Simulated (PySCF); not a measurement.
Zinc: a sound run and one with changed settings

Sound run: Zn [Ar] 3d10 4s2, Zn⁺ [Ar] 3d10 4s1. Computed with PySCF 2.14 in Sapporo-DKH3-DZP-2012 (6s4p3d1f, 40 functions), with the spin-free X2C one-electron Hamiltonian (Gaussian nucleus). The sound run starts from symmetry-adapted Hartree-Fock orbitals and uses a fine grid where one is needed.

Changed run: radial step 0.3 in ln r (0.13 in the sound run). This setting is unsound on purpose.

```csv
species,method,sound run (hartree),changed run (hartree),converged
Zn,UHF,-1794.22554,-1794.22554,yes
Zn,M06-L,-1795.79902,-1795.80800,yes
Zn,TPSS,-1795.88377,-1795.88041,yes
Zn⁺,UHF,-1793.93776,-1793.93776,yes
Zn⁺,M06-L,-1795.45833,-1795.46627,yes
Zn⁺,TPSS,-1795.54461,-1795.54138,yes
```

Ionisation energy of Zn:

| method | sound run (eV) | changed run (eV) |
| --- | --- | --- |
| UHF | 7.831 | 7.831 |
| M06-L | 9.271 | 9.299 |
| TPSS | 9.229 | 9.225 |

A coarse radial grid mis-integrates the density and the exchange-correlation energy, with errors of either sign; Hartree-Fock needs no grid.

For comparison, NIST gives 9.394 eV between the lowest levels.
